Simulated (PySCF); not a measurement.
C₂HF₂O₂, SMILES OC(=O)[C](F)F, multiplicity 2. Geometry optimised at PBE-D3(BJ)/def2-SVP. The isomer is the one that the SMILES or the coordinates give; other isomers of the formula were not compared. The values are those of a single conformer.

Computed with PBE-D3(BJ)/def2-SVP (PySCF).

Harmonic wavenumbers (cm⁻¹): 85, 126, 218, 403, 492, 512, 582, 646, 773, 1096, 1255, 1372, 1513, 1724, 3652. Rotational constants (GHz): 5.649, 3.361, 2.107; symmetry number 1.

Question: Work out the zero-point energy and the ideal-gas rigid-rotor harmonic-oscillator thermochemistry at 298.15 K and 1 atm.

Answer: ZPE = ½ Σ hcν = ½ × 14449 cm⁻¹ = 20.66 kcal/mol. H − E(el) = 25.02 kcal/mol. Entropy in cal/(mol K): translation 39.57, rotation 26.49, vibration 12.24, spin 1.38, total 79.67. G − E(el) = 1.27 kcal/mol. Cp = 20.98 cal/(mol K). Modes under 150 cm⁻¹ make the vibrational entropy uncertain.
